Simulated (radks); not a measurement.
Values are calculated unless marked as measured or tabulated.
Effect of the nuclear size on neutral gold, [Xe] 4f14 5d10 6s1. Level of theory: Dirac Kohn-Sham, LDA (Slater exchange, Perdew-Wang correlation), spin-unpolarised, spherical densities, finite nucleus; Fermi nuclear charge, rms radius 5.4371 fm (a radial shooting solver on a logarithmic mesh with Libxc functionals). The rms radius is varied about that value; shifts are against it.

\begin{tabular}{lrrrrrrrr}
rms radius (fm) & total energy shift (eV) & density at nucleus (e/bohr^3) & 1s1/2 shift (meV) & 2s1/2 shift (meV) & 4p1/2 shift (meV) & 5s1/2 shift (meV) & 6s1/2 shift (meV) & 6p1/2 (empty) shift (meV) \\ \hline
4.6868 & -25.0 & 2.265e+06 & -10000 & -1480 & -1.65 & -16.7 & -1.24 & 0.158 \\
5.0565 & -12.9 & 2.197e+06 & -5190 & -767 & -0.856 & -8.68 & -0.641 & 0.082 \\
5.4371 & 0 & 2.134e+06 & 0.000 & 0.000 & 0.000 & 0.000 & 0.000 & 0.000 \\
5.8558 & 14.9 & 2.072e+06 & 5970 & 881 & 0.991 & 9.98 & 0.737 & -0.094 \\
6.2853 & 30.8 & 2.014e+06 & 12400 & 1830 & 2.06 & 20.7 & 1.53 & -0.194 \\
\end{tabular}

Slopes of the eigenvalues against <r^2> in GHz/fm^2, as finite differences over the two radii next to the reference (eigenvalue slopes, not the field-shift constants of lines): 1s1/2 309000, 2s1/2 45700, 4p1/2 51.2, 5s1/2 517, 6s1/2 38.2, 6p1/2 (empty) -4.87.
